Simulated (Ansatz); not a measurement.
Diatomic NaLi-, multiplicity 4 (an upper state: multiplicity 2 came lower at CCSD(T)/def2-TZVPP on PBE0 minima).

The constants come from a fifth-degree fit in 1/R (seven points, main isotopes). In def2 and cc sets the state is the lowest found near the PBE0 minimum, followed along R.

Codes used: Ansatz (Gaussian orbitals). Each number belongs to the level named beside it.

| level | r_e (Å) | ω_e (cm⁻¹) | ω_e x_e (cm⁻¹) | B_e (cm⁻¹) |
|---|---|---|---|---|
| PBE/def2-TZVPP | 3.473 | 130 | 1.8 | 0.260 |
| PBE0/def2-TZVPP | 3.454 | 134 | 1.6 | 0.263 |
| CCSD/def2-TZVPP | 3.390 | 152 | 1.4 | 0.273 |
| CCSD(T)/def2-TZVPP | 3.388 | 153 | 1.3 | 0.273 |

Correlated levels freeze the inner cores; with def2 sets outer-core shells near the valence are correlated too.

Ansatz is a program for electronic structure.
